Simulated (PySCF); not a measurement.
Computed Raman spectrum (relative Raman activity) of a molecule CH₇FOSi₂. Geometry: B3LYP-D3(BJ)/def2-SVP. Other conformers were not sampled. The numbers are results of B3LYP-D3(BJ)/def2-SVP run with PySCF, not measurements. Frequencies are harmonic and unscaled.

Lines under 2 % of the strongest are left out, and lines within 2 cm⁻¹ are merged.

| ν (cm⁻¹) | relative intensity |
|---|---|
| 428 | 5.1 |
| 519 | 3.0 |
| 544 | 2.9 |
| 761 | 2.7 |
| 838 | 3.2 |
| 894 | 3.7 |
| 912 | 3.0 |
| 942 | 14 |
| 1471 | 6.0 |
| 1478 | 6.3 |
| 2205 | 26 |
| 2217 | 100 |
| 2222 | 35 |
| 2229 | 27 |
| 2997 | 42 |
| 3074 | 24 |
| 3114 | 32 |

Identify the compound among the candidates.
(A) O[Si@@H]([SiH3])CF
(B) F[SiH2]CO[SiH3]
(C) CO[Si@@H](F)[SiH3]
(D) OC[Si@H](F)[SiH3]

C, CO[Si@@H](F)[SiH3]
